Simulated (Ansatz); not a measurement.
Gas-phase electronic energies from Ansatz, PBE0-D4/def2-TZVP geometries. CBS: MP2 limit from def2 TZ/QZ plus the TZ coupled-cluster correction, frozen cores. This one scheme is used for every species, atoms too. DFT in def2-TZVPP. Open shells (•) are unrestricted, without spin–orbit coupling. Spin–orbit coupling would lower the free atoms: a little for Cl; strongly for Sn. def2 core potentials past Kr. For Sn outer-core shells are correlated without core-valence functions, so the limit isn't a true one: a few kJ/mol of doubt a bond, and 10 to 20 or more in all where bonds break to atoms.

Consider the atomization: `[Cl][Sn][Cl]` → 2 Cl• + Sn•.

CCSD(T)/CBS gives +8.25 eV.

Q: Another level gave +8.23 eV. Which?
A. HF/def2-TZVPP
B. BLYP-D4/def2-TZVPP
C. r2SCANh/def2-TZVPP
D. r2SCAN/def2-TZVPP

A: D. r2SCAN 8.23, r2SCANh 8.10, HF/def2-TZVPP 5.52, BLYP-D4 8.17 eV.

Largest T1 diagnostic among the species: 0.014.

From BLYP to BHLYP (50 % exact exchange), in def2-TZVPP and without D4, ΔE moves by −0.42 eV: exact exchange takes away binding that semilocal exchange gives to molecules. In def2-TZVPP, CCSD(T) changes the Hartree–Fock value by +2.19 eV (the triples alone add +0.26 eV) and MP2 by +2.56 eV; breaking electron pairs costs correlation energy, which Hartree–Fock lacks. At CCSD(T), def2-SVP lies −1.27 eV from the extrapolated value and def2-TZVPP −0.53 eV: correlation converges slowly with the basis, and small sets miss more of it in the bonded molecule than in its fragments.

For atomizations the MP2-based limit and the directly extrapolated one differ by several kJ/mol either way, and by 10 to 25 for some Ge, Se and Sn compounds, so smaller differences from it don't rank the levels.
